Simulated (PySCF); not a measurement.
Isomers of C2H6O2Si2, one GFN2-xTB conformer each. Single-point energies are computed at PBE0/pcSseg-1 (PySCF, gas phase, no added dispersion term), electronic only.

Question: Rank them by PBE0/pcSseg-1 energy, lowest first (kJ/mol).
A. `[CH:1]#[C:2][Si@@H:3]([OH:4])[O:5][SiH3:6]` with C2–Si3–O4–H 70°, C2–Si3–O5–Si6 60°
B. `[O:1]=[C:2]1[CH2:3][SiH2:4][O:5][SiH2:6]1` with O1–C2–C3–Si4 150°, C2–C3–Si4–O5 21°, C3–Si4–O5–Si6 -9°, Si4–O5–Si6–C2 -4°

Answer: B (0.0), A (10.0).

As drawn, the lower has a C=O bond, which the higher lacks; the higher has a C≡C bond and an O–H bond, which the lower lacks. Neighbours about 10 kJ/mol apart or less (O=C1C[SiH2]O[SiH2]1 and C#C[Si@@H](O)O[SiH3]) can change places with a better method, another conformer or zero-point energy. GFN2-xTB itself gives, in the same order: 22.6, 0.0. GFN2-xTB puts C#C[Si@@H](O)O[SiH3] lowest instead.

Q: Which frontier levels, dipoles and rotational constants go with these structures?

A: 
```json
{"SMILES": "O=C1C[SiH2]O[SiH2]1", "HOMO (eV, PBE0/pcSseg-1)": "-6.79", "LUMO (eV)": "-1.36", "dipole (D)": "1.92", "A, B, C (MHz)": "3509, 2301, 1485"}
{"SMILES": "C#C[Si@@H](O)O[SiH3]", "HOMO (eV, PBE0/pcSseg-1)": "-8.37", "LUMO (eV)": "-0.07", "dipole (D)": "1.68", "A, B, C (MHz)": "3125, 1493, 1080"}
```
